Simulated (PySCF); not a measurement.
This PySCF input asks for the NMR shieldings of SMILES B[C@H](CF)C(=C)CC, C6H12BF; the geometry comes from GFN2-xTB.

```python
import basis_set_exchange as bse
import numpy as np
from pyscf import gto, dft
from pyscf.prop import nmr

atoms = """
B    -1.723055    0.392299    1.065988
C    -1.030490    0.390292   -0.348912
C    -1.585798   -0.495511   -1.442605
F    -0.707370   -0.556700   -2.509447
C     0.112500   -0.175351    0.454821
C     0.046498   -1.387659    1.020587
C     1.307903    0.712726    0.652904
C     2.245538    0.579845   -0.549634
H    -2.509883   -0.430288    1.327266
H    -1.510207    1.262524    1.816821
H    -0.745926    1.346835   -0.784366
H    -2.520016   -0.086728   -1.841193
H    -1.741515   -1.525556   -1.113673
H     0.846125   -1.752850    1.645365
H    -0.753374   -2.081048    0.835062
H     1.842653    0.433123    1.562971
H     0.989091    1.752065    0.749526
H     2.609898   -0.441802   -0.632727
H     1.723946    0.828657   -1.470685
H     3.098335    1.245805   -0.441107
"""
names = dict.fromkeys(["B", "C", "F", "H"], "pcSseg-1")
basis = {el: gto.basis.parse(bse.get_basis(n, elements=[el], fmt="nwchem")) for el, n in names.items()}
mol = gto.M(atom=atoms, basis=basis, charge=0, verbose=0)
mf = dft.RKS(mol, xc="PBE0")
mf.grids.level = 2
mf.grids.alignment = dft.numint.BLKSIZE   # the property module wants whole blocks of grid points
mf.conv_tol = 1e-9
mf.kernel()

calc = nmr.RKS(mf)   # GIAO
C = mf.mo_coeff
Co = C[:, mf.mo_occ > 0]
resp = mf.gen_response(singlet=True, hermi=2)
def vind(x):   # induced exchange potential for any number of trial vectors
    d = np.einsum("pi,xij,qj->xpq", C, 2 * x.reshape(-1, C.shape[1], Co.shape[1]), Co, optimize=True)
    return np.einsum("xpq,pi,qj->xij", resp(d - d.transpose(0, 2, 1)), C, Co, optimize=True).ravel()
mo1, _ = nmr.rhf.solve_mo1(calc, with_cphf=vind)
sigma = calc.kernel(mo1)
for i, s in enumerate(sigma):   # ppm
    print("%2d %-2s %9.2f" % (i, mol.atom_pure_symbol(i), np.trace(s) / 3))
```

**Question.** What are the results?

**Answer.** 
```
 0 B      81.26
 1 C     133.86
 2 C      96.75
 3 F     399.49
 4 C      46.67
 5 C      56.62
 6 C     148.21
 7 C     169.44
 8 H      27.70
 9 H      28.25
10 H      28.52
11 H      26.62
12 H      27.08
13 H      25.69
14 H      26.32
15 H      29.44
16 H      29.81
17 H      30.77
18 H      30.02
19 H      30.47
```

These numbers come from an equivalent density-fitted implementation of the same equations, which agrees with the script to about 0.01 ppm for H and up to a few tenths of a ppm for heavy atoms, so last digits may differ.

Size and cost of the density-fitted run: 196 basis functions, 60 s wall time on 1 thread of an Arm Neoverse N1, shared host; peak memory 0.87 GiB.
